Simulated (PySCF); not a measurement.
[AlCl6]3- (charge -3).
Cartesian coordinates in Å at the PBE0-D3(BJ)/def2-SVP level; atoms count from 1:
```xyz
7
AlCl6 angstrom
Al     0.014   -0.016   -0.009
Cl     0.003   -0.026    2.395
Cl     0.025   -0.004   -2.415
Cl     2.421    0.002    0.001
Cl    -2.396   -0.032   -0.020
Cl    -0.006    2.391   -0.004
Cl     0.031   -2.418   -0.016
```

Computed at PBE0/pcSseg-1 (pcSseg-2 on Al) (PySCF, non-relativistic), with Q(35Cl) = −0.0817 b: Cl2, 35Cl (I = 3/2): χzz = -26.26 MHz, η = 0.001.

(1) Find the zero-field quadrupole resonance frequencies of 35Cl at Cl2.

(2) Apply the simplest Townes–Dailey estimate (no s hybridisation, no π bonding), ionic character = 1 − χzz/χ0, where χ0 is the coupling for one missing p electron along the bond: −109.74 MHz for 35Cl.

Answers

(1) From ν = (|χ|/2)√(1 + η²/3): ν = 13.13 MHz (chlorine bonded to Al). For 37Cl the ratio of quadrupole moments, 0.7881, gives 10.35 MHz.

(2) Cl2 on Al1: 1 − (-26.26)/(-109.74) = 0.76. In this model a purely covalent bond gives χ0 and a free halide ion gives zero; s hybridisation or π bonding, where present, is counted here as ionic character.

In a crystal, neighbours and librations shift these lines. Whether so highly charged an anion holds all its electrons in the gas phase wasn't checked; a finite basis holds them in any case. The ion is multiply charged and computed without counter-ions or solvent. The pcSseg-1 basis has no diffuse functions, a weakness for an anion. The HOMO energy is positive at this level (+4.68 eV), so the outermost electrons may be held by the finite basis alone. These gradients aren't converged with respect to the basis.
